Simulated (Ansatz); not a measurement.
Relaxation of ClFGeH3 (6 atoms, charge 0, multiplicity 2), to a largest force component of 0.03 eV/Å in at most 50 steps.

Theory: Ansatz 0.2.0, UKS CAM-B3LYP/def2-SVP.

```xyz
6
Properties=species:S:1:pos:R:3:forces:R:3
Ge -0.136 0.228 -0.063 -0.03 0.11 -0.19
H -0.132 0.220 2.688 -0.08 0.14 0.07
H 1.383 0.177 -0.321 0.01 -0.05 0.07
Cl -0.931 1.617 -1.542 -0.01 0.00 0.03
H -0.835 -1.119 -0.332 0.03 -0.04 0.06
F 0.335 -0.576 2.617 0.09 -0.16 -0.04
```

Where does it end, and by what steps?

It converged. After 10 steps the energy has fallen by 0.022 eV; H2 moved furthest, 0.34 Å.

```tsv
step	energy less start (eV)	largest force component (eV/Å)	accepted
0	0.0000	0.185	yes
1	0.0261	1.464	no
2	-0.0059	0.502	yes
3	-0.0116	0.249	yes
4	-0.0154	0.173	yes
5	-0.0162	0.210	yes
6	0.0074	1.001	no
7	-0.0209	0.035	yes
8	-0.0180	0.418	no
9	-0.0220	0.035	yes
10	-0.0223	0.028	yes
```

```xyz
6
Properties=species:S:1:pos:R:3
Ge -0.202 0.359 -0.111
H -0.051 0.043 2.969
H 1.333 0.261 -0.220
Cl -0.872 1.510 -1.837
H -0.888 -1.018 -0.210
F 0.365 -0.609 2.457
```

Whether the end is a true minimum wasn't checked by a vibrational analysis.

Run time: 19 s on 4 threads of Arm Neoverse V1, with other jobs on the host, peak memory 0.26 GiB.
